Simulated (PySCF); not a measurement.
**Radial density of Ru (ruthenium, neutral)**

UHF, [Kr] 4d7 5s1, high-spin 5F determinant. All numbers are calculated (PySCF 2.14, a scalar-relativistic core potential, in aug-cc-pwCVTZ-PP with ECP28MDF (8s8p7d4f3g, 122 functions)). This is the valence pseudo-density: the core potential removes the inner electrons and smooths the orbitals near the nucleus.

```
r (bohr)  4πr²ρ (e/bohr)  4πr²(ρα − ρβ)
  0.0314       2.487e-05         0.0000
  0.0528       5.927e-05         0.0000
  0.0888       0.0001955         0.0000
   0.149        0.001663         0.0002
   0.251         0.02656         0.0043
   0.423          0.7002         0.0834
   0.711           8.486         0.8874
    1.20           12.26         2.0867
    2.01           3.462         1.2787
    3.38          0.6821         0.4488
    5.69         0.08384         0.0747
    9.57        0.001735         0.0017
```

Energies and moments cover only the electrons outside the core potential.
